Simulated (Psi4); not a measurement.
phosphorus atom (P), quartet; Psi4 1.11 with CCSD(T)/6-311G**.

Here is a job for Psi4.
```
memory 2 GB

molecule {
0 4
  P     0.00000000    0.00000000    0.00000000
}

set basis 6-311g**
set reference uhf

energy('ccsd(t)')
print_variables()
```

Output, abridged:

```
   => Loading Basis Set <=

    Name: 6-311G**
    Role: ORBITAL
    Keyword: BASIS

         ---------------------------------------------------------
                                   SCF
               by Justin Turney, Rob Parrish, Andy Simmonett
                          and Daniel G. A. Smith
                              UHF Reference
         ---------------------------------------------------------

  ==> Geometry <==

    Molecular point group: d2h
    Geometry (in Angstrom), charge = 0, multiplicity = 4:

       Center              X                  Y                   Z               Mass
    ------------   -----------------  -----------------  -----------------  -----------------
         P            0.000000000000     0.000000000000     0.000000000000    30.973761998420

  Running in d2h symmetry.

  Rotational constants: A = ************  B = ************  C = ************ [cm^-1]
  Rotational constants: A = ************  B = ************  C = ************ [MHz]
  Nuclear repulsion =    0.000000000000000

  Charge       = 0
  Multiplicity = 4
  Electrons    = 15
  Nalpha       = 9
  Nbeta        = 6

  ==> Algorithm <==

  SCF Algorithm Type is PK.
  DIIS enabled.
  MOM disabled.
  Fractional occupation disabled.
  Guess Type is CORE.
  Energy threshold   = 1.00e-08
  Density threshold  = 1.00e-08
  Integral threshold = 1.00e-12

  ==> Primary Basis <==

  Basis Set: 6-311G**
    Blend: 6-311G**
    Number of shells: 12
    Number of basis functions: 26
    Number of Cartesian functions: 27
    Spherical Harmonics?: true
    Max angular momentum: 2

  ==> Integral Setup <==

  Using in-core PK algorithm.
   Calculation information:
      Number of atoms:                   1
      Number of AO shells:              12
      Number of primitives:             23
      Number of atomic orbitals:        27
      Number of basis functions:        26

      Integral cutoff                 1.00e-12
      Number of threads:                 1

  Performing in-core PK
  Using 123552 doubles for integral storage.
  We computed 3081 shell quartets total.
  Whereas there are 3081 unique shell quartets.

  ==> DiskJK: Disk-Based J/K Matrices <==

    J tasked:                  Yes
    K tasked:                  Yes
    wK tasked:                  No
    Schwarz Cutoff:          1E-12

  Minimum eigenvalue in the overlap matrix is 4.7399700442E-02.
  Reciprocal condition number of the overlap matrix is 1.6570090240E-02.
    Using symmetric orthogonalization.

  ==> Pre-Iterations <==

  SCF Guess: Core (One-Electron) Hamiltonian.

   -------------------------------------------------------
    Irrep   Nso     Nmo     Nalpha   Nbeta   Ndocc  Nsocc
   -------------------------------------------------------
     Ag         8       8       3       3       3       0
     B1g        1       1       0       0       0       0
     B2g        1       1       0       0       0       0
     B3g        1       1       0       0       0       0
     Au         0       0       0       0       0       0
     B1u        5       5       2       1       1       1
     B2u        5       5       2       1       1       1
     B3u        5       5       2       1       1       1
   -------------------------------------------------------
    Total      26      26       9       6       6       3
   -------------------------------------------------------

  ==> Iterations <==

                        Total Energy        Delta E     RMS |[F,P]|

    Occupation by irrep:
             Ag   B1g   B2g   B3g    Au   B1u   B2u   B3u
    DOCC [     2,    0,    0,    0,    0,    1,    1,    2 ]
    SOCC [     1,    0,    0,    0,    0,    1,    1,    0 ]
    NA   [     3,    0,    0,    0,    0,    2,    2,    2 ]
    NB   [     2,    0,    0,    0,    0,    1,    1,    2 ]

   @UHF iter   1:  -300.94218756437471   -3.00942e+02   1.85188e+00 ADIIS
    Occupation by irrep:
             Ag   B1g   B2g   B3g    Au   B1u   B2u   B3u
[...]
  @UHF Final Energy:  -340.70733374100212
    Total Energy =                       -340.7073337410021168
[...]
              3  10        -0.0016009386
              4  14        -0.0016009386
              5  17        -0.0014205230
              3   9        -0.0014205230
              4  13        -0.0014205230
              1   0        -0.0011838632
              3   8        -0.0011762068
              4  12        -0.0011762068

    Largest TIJAB Amplitudes:
      6   4   7   2        -0.0321955083
      8   6   5   1        -0.0278821982
      8   4   6   1        -0.0278820591
      6   4  11   8        -0.0243259157
      8   6  14  11        -0.0243259146
      8   4  14   8        -0.0243259146
      4   2   8   0        -0.0167024084
      6   2  11   0        -0.0167024084
      8   2  14   0        -0.0167024073
      8   4   6   2        -0.0160978749

    Largest Tijab Amplitudes:
      5   4  19  15        -0.0055044260
      5   3  19  11        -0.0055044260
      4   3  15  11        -0.0055044260
      3   1  11   3        -0.0044519711
      4   1  15   3        -0.0044519711
      5   1  19   3        -0.0044519711
      5   4  18  14        -0.0044182592
      5   3  18  10        -0.0044182592
      4   3  14  10        -0.0044182592
      5   4  18  15        -0.0037952048

    Largest TIjAb Amplitudes:
      8   2   1  16         0.0480088093
      4   2   2   8        -0.0415769526
      8   2   5  12        -0.0415768492
      8   2   6   8        -0.0415768492
      4   2   7  12        -0.0415768489
      6   2   7   8        -0.0415768489
      4   2   6  16        -0.0415768484
      6   2   5  16        -0.0415768484
      6   2   2  12         0.0415767452
      8   2   1  17         0.0340348492

    SCF energy       (wfn)                    = -340.707333741002117
    Reference energy (file100)                = -340.707333741002117

    Opposite-spin MP2 correlation energy      =   -0.134747505589952
    Same-spin MP2 correlation energy          =   -0.048812224230096
    Singles MP2 correlation energy            =   -0.000000000000000
    MP2 correlation energy                    =   -0.183559729820048
      * MP2 total energy                      = -340.890893470822164

    Opposite-spin CCSD correlation energy     =   -0.149704587401708
    Same-spin CCSD correlation energy         =   -0.048843231805174
    Singles CCSD correlation energy           =   -0.000000000000000
    CCSD correlation energy                   =   -0.198547819206882
      * CCSD total energy                     = -340.905881560209025

            **************************
            *                        *
            *        CCTRIPLES       *
            *                        *
            **************************

    Wave function   =    CCSD_T
    Reference wfn   =      UHF

    Nuclear Rep. energy (wfn)                =    0.000000000000000
    SCF energy          (wfn)                = -340.707333741002117
    Reference energy    (file100)            = -340.707333741002117
    CCSD energy         (file100)            =   -0.198547819206882
    Total CCSD energy   (file100)            = -340.905881560209025

    Number of ijk index combinations:
    Spin Case AAA:                                  84
    Spin Case BBB:                                  20
    Spin Case AAB:                                 216
    Spin Case ABB:                                 135
    AAA (T) energy                             =   -0.000114217326407
    BBB (T) energy                             =   -0.000011374520443
    AAB (T) energy                             =   -0.001379089755746
    ABB (T) energy                             =   -0.000283622061633
    (T) energy                                   =   -0.001788303664228
      * CCSD(T) total energy                     = -340.907669863873252

  Variable Map:
  ----------------------------------------------------------------------------
[...]
  Array Variable Map:
  ----------------------------------------------------------------------------
[...]
[...]
```
